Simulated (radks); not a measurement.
Question: These are the eigenvalues of the occupied orbitals of an atom or ion with whole-number occupations (Ry). All-electron calculation, Dirac Kohn-Sham, PBEsol, spin-unpolarised, spherical densities, finite nucleus; Fermi nuclear charge, rms radius of each element as measured or else 0.836 A^(1/3) + 0.57 fm. Program: a radial shooting solver on a logarithmic mesh with Libxc functionals.

orbital  eigenvalue
1s1/2     -3198.906
2s1/2     -528.6425
2p1/2     -500.9273
2p3/2     -462.7372
3s1/2     -125.5871
3p1/2     -113.7419
3p3/2     -106.1188
3d3/2     -85.44822
3d5/2     -83.80207
4s1/2     -35.47610
4p1/2     -30.95642
4p3/2     -29.21754
4d3/2     -21.72493
4d5/2     -21.40298
5s1/2     -13.58805
5d3/2      -9.11337

Which element is it, and in what charge state? The configuration may be excited. Open shells, if any, fill j = l - 1/2 first.

Answer: Z = 60, neodymium, charge +10: Nd10+ in [Kr] 4d10 5s2 5d2. The list shows which subshells hold electrons but not how many an open one holds; the 1s level, -1599.5 hartree, gives Z - s = 56.6 by -(Z - s)^2/2, which with screening and relativity narrows Z to a few neighbours, and the depths of the outer levels then fix element, charge and occupations together.
